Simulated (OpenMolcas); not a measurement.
Pr4+ with 8 ligands (fluoride) in square antiprismatic coordination (D4d), a polar angle of 64.2° against the regular 57.3°. A charge of +0.5 e stands 2.8 Å behind each ligand. Ligand basis ANO-RCC-VDZP.

| Quantity | Value |
| --- | --- |
| Program | OpenMolcas 26.06 |
| Method | CASSCF |
| Basis | ANO-RCC-VDZP [7s6p4d2f1g] |
| Scalar Hamiltonian | DKH2, point nucleus |
| Active space | 1 electron in 7 orbitals (4f) |
| State averaging | 2S+1 = 2 odd, 7 roots |
| Spin-orbit coupling | RASSI with atomic mean-field integrals over the reference wave functions |

All ligands move together. At R = 2.23 Å the width of the lowest J multiplet is 1122 cm-1, and at R = 2.27 Å it is 1096 cm-1.

**Question.** A third run gives 1062 cm-1. What distance was it run at?

**Answer.** With a power law R^-n the two known points give n = -ln(1096 / 1122) / ln(2.27 / 2.23) = 1.32. Then R = 2.23 × (1122 / 1062)^(1/1.32) = 2.325 Å. The run was at 2.32 Å, so the estimate is off by +0.005 Å.

No measured value stands beside these numbers; the geometry is a model, was not optimised and need not be the one that this ion takes.
